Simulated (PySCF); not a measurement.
BH₃N, SMILES B=[NH2+], charge +1. Atoms are numbered in the order given.

```xyz
5

B      0.0000     0.0000     0.7831
N      0.0000     0.0000    -0.5278
H      0.0000     0.0000     1.9564
H      0.0000     0.8520    -1.0887
H      0.0000    -0.8520    -1.0887
```
Charge +1, spin multiplicity 1.

Coordinates come from a PBE0-D3(BJ)/def2-TZVP optimisation. The isomer is the one that the SMILES or the coordinates give; other isomers of the formula were not compared.

The numbers are results of r2SCAN/def2-TZVPD (PySCF), not measurements.

Gas-phase values at a fixed geometry.

```
Property                                                           Value
------------------------------------------------  ----------------------
total energy                                           -81.08466 hartree
point group                                                          C2v
highest occupied level                                         -15.82 eV
lowest empty level                                              -9.42 eV
orbital gap                                                      6.40 eV
dipole moment about the centre of nuclear charge                  0.40 D
mean static polarisability                          17.3 bohr³ (2.56 Å³)
polarisability, principal values                  14.0, 15.1, 22.8 bohr³
```
